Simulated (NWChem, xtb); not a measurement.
## How methods differ on SbH2Br (SMILES [H][Sb]([H])[Br])

SbH2Br has 4 atoms, charge 0, and is taken as a singlet. As SMILES, `[H][Sb]([H])[Br]`. The shape comes from GFN2-xTB, which is rough for such elements, and wasn't checked as a minimum.

Each level gives the dipole moment (D). The values are calculated.

| level | kind | program | value (D) |
| --- | --- | --- | --- |
| GFN2-xTB | semi-empirical | xtb | 6.89 |
| GFN0-xTB | semi-empirical | xtb | 5.24 |
| GFN1-xTB | semi-empirical | xtb | 4.42 |
| HF/STO-3G | Hartree–Fock | NWChem | 2.18 |
| HF/3-21G | Hartree–Fock | NWChem | 3.22 |
| HF/def2-SVP (core potential) | Hartree–Fock | NWChem | 2.86 |
| SVWN5/STO-3G | LDA | NWChem | 1.74 |
| BLYP/def2-TZVP (core potential) | GGA | NWChem | 2.35 |
| r2SCAN/def2-SVP (core potential) | meta-GGA | NWChem | 2.47 |
| PBE0/3-21G | global hybrid | NWChem | 2.63 |

All-electron rows without a relativistic Hamiltonian named are non-relativistic, while core potentials hold scalar relativity, so basis and relativity change together. The values span 1.74 to 6.89 D. Magnitudes only. Sets without polarisation functions give poor dipoles.
